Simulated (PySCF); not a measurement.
# Polarisability and C₆ of Ge⁻ (germanium, charge -1)

[Ar] 3d10 4s2 4p3, high-spin 4S determinant. Calculation: PySCF 2.14, in aug-cc-pwCVTZ-PP with ECP10MDF (8s7p6d4f1g, 96 functions); a scalar-relativistic core potential. Coupled (time-dependent) response in atomic units; α is the mean over directions.

```
method  mean α (bohr³)  C₆ (like pair)  S(−4)
   UHF           127.0            1831   8693
```

S(−4) is the Cauchy moment in α(ω) = α(0) + S(−4) ω² + …

α(iu) at UHF:

```tsv
u (hartree)	α(iu) (bohr³)
0	127.0
0.0500	109.8
0.100	83.14
0.200	48.56
0.300	30.79
0.500	15.20
0.750	8.114
1.00	5.120
1.50	2.688
2.00	1.726
3.00	0.9469
5.00	0.4525
```

A single London oscillator, α(iu) = α/(1 + u²/ω²), gives C₆ = (3/4) ω α². Matching the computed C₆ needs ω = 4 × 1831 / (3 × 127.0²) = 0.151 hartree.

For an ion, C₆ is the dispersion term alone; charge-induced terms of lower order in 1/R come first.

Energies and moments cover only the electrons outside the core potential.
